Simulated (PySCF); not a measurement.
CH₈Si₂, SMILES [SiH3][SiH2]C at its GFN2-xTB optimised geometry (Å):

```
11

C      1.8610    -1.0233     0.0000
Si    -0.0410    -1.0233     0.0000
Si    -0.8668     1.1349     0.0000
H      2.2544    -0.5154    -0.8765
H      2.2610    -2.0334     0.0001
H      2.2548    -0.5152     0.8763
H     -0.4764    -1.7985    -1.1726
H     -0.4755    -1.8002     1.1719
H     -2.2610     1.1960     0.4468
H     -0.1142     2.0334     0.8823
H     -0.8353     1.7570    -1.3277
```

Method: PBE0/def2-TZVP (PySCF). Cells within 0.4 Å of a nucleus heavier than hydrogen are left out (blank, or x).

Map of the HOMO amplitude (bohr^(-3/2)) on the plane z = 0.0 Å; orbital energy -8.32 eV, overall sign arbitrary:

```
|66666666666666666666666666666|
|66666666666666666666666666666|
|66666666666666666666666666666|
|66666666666666666666666666666|
|66666666666666666666666666666|
|66666666667776666666666666666|
|66666666777777766666666666666|
|66666667778877766666666666666|
|66666677888887766666666666666|
|66666778888676666666666666666|
|66666778886xx5555556666666666|
|66666777776xx3344556666666666|
|66666666654311234556666666666|
|66666666542100124566666666666|
|66666665542100124566666666666|
|66666655543100135677765555566|
|66666655543213x56799x55555566|
|6666665555444xxx889xxx4455556|
|6666666555556xx6899xx23455556|
|66666666666677788876323455556|
|66666666666678888765323455556|
|66666666666677777765433455556|
|66666666666677777665544555556|
|66666666666666666665555555566|
|66666666666666666666555555666|
|66666666666666666666655556666|
|66666666666666666666666666666|
|66666666666666666666666666666|
|66666666666666666666666666666|
```
Scale: ten equal steps from -0.181 (start of '0') to 0.115 (end of '9'), in the order '0123456789'; x runs from -4.50 to 4.50, y from -4.50 (bottom) to 4.50 (top).
